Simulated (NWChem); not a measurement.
diphosphane (P2H4); SMILES PP

```xyz
6

P      0.0000    -1.1115    -0.0653
P      0.0000     1.1115     0.0653
H      1.0223    -1.2579     0.9120
H     -1.0225    -1.2578     0.9118
H      1.0223     1.2579    -0.9120
H     -1.0225     1.2578    -0.9119
```
Atoms are numbered in this order, from 1.

Results from NWChem. Pople sets run with spherical d functions. Coordinates come from a PBE0-D3(BJ)/def2-TZVP optimisation. Level: B3LYP/6-31G* with SMD (1 M gas to 1 M solution), gas-phase geometry. Reactions with the solvent are ignored.

For solvent chloroform:

- cavity-dispersion-structure term (kcal/mol): 1.1

Question: Estimate the same quantities for solvent ethylene glycol.

Answer: The cavity-dispersion-structure term (kcal/mol) is 2.7.
